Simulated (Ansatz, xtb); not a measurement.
**Relative energy of two structures of AlClH3NSi**

Structure X: a singlet given by its coordinates. Structure Y: `[SiH][NH][AlH][Cl]`, a singlet. Both are isolated molecules in the gas phase, relaxed with PBE0-D3(BJ)/def2-SVP; the shapes shown needn't be the lowest conformers.

X (Å):

```xyz
7

Al   -0.1307   -0.1222    0.0050
Cl    0.6705   -1.2844    1.9594
N     0.7739   -1.5496   -0.8464
Si    1.4824   -2.6009    0.2584
H     0.6191    1.2769   -0.0297
H    -1.7142   -0.2357    0.0272
H     0.8577   -1.7165   -1.8472
```

Close contacts (Å): Al1–Cl2 2.41, Al1–N3 1.89, Cl2–Si4 2.30, N3–Si4 1.68, Al1–H5 1.59, Al1–H6 1.59, N3–H7 1.02.

Y (Å):

```yaml
atoms:
  - { symbol: Al, position_ang: [-1.5527, -0.5045, -0.0199] }
  - { symbol: Cl, position_ang: [-2.3723, 1.4124, 0.2541] }
  - { symbol: N, position_ang: [-0.6714, -0.7923, -1.5646] }
  - { symbol: Si, position_ang: [0.0765, -2.3106, -1.9784] }
  - { symbol: H, position_ang: [-1.7075, -1.6197, 1.0725] }
  - { symbol: H, position_ang: [-0.6104, -0.0205, -2.2288] }
  - { symbol: H, position_ang: [0.6120, -1.8662, -3.3534] }
```

Energies in hartree; the thermal terms are from PBE0-D3(BJ)/def2-SVP harmonic frequencies (ideal gas, rigid rotor, one conformer each, 298.15 K, 1 atm) and include the zero-point energy:

|  | X | Y |
| --- | --- | --- |
| E, CCSD(T)/def2-TZVP | −1047.328121 | −1047.325323 |
| zero-point energy | 0.032046 | 0.032362 |
| H(298 K) − E | 0.038849 | 0.039601 |
| G(298 K) − E | 0.002348 | 0.001247 |

Work out ΔE, ΔE₀, ΔH and ΔG for X → Y in kJ/mol (1 Eh = 2625.50 kJ/mol) and the equilibrium ratio [Y]/[X].

1. ΔE = −1047.325323 − (−1047.328121) = +0.002798 Eh = +7.35 kJ/mol.
2. ΔE₀ = ΔE + ΔZPE = +0.002798 + (+0.000316) Eh = +8.18 kJ/mol.
3. ΔH = ΔE + (+0.000752) Eh = +9.32 kJ/mol.
4. ΔG = ΔE + (−0.001101) Eh = +4.46 kJ/mol, so ΔS = (ΔH − ΔG)/T = +16.3 J/(mol K).
5. kT = 0.9442 mEh, so K = [Y]/[X] = exp(−ΔG/kT) = exp(−1.80) ≈ 0.17.

Structure X is favoured at this temperature. An error of 4 kJ/mol in ΔG would change K by a factor of 5. HF/def2-TZVP gave ΔE the other sign. Mirror images and further conformers aren't counted.

Other levels gave ΔE = +15.0 (PBE0-D3(BJ)/def2-SVP); −13.3 (HF/def2-TZVP); +10.9 (MP2/def2-TZVP) kJ/mol. The correlated steps freeze 16 core orbitals. Programs: Ansatz 0.2.0.
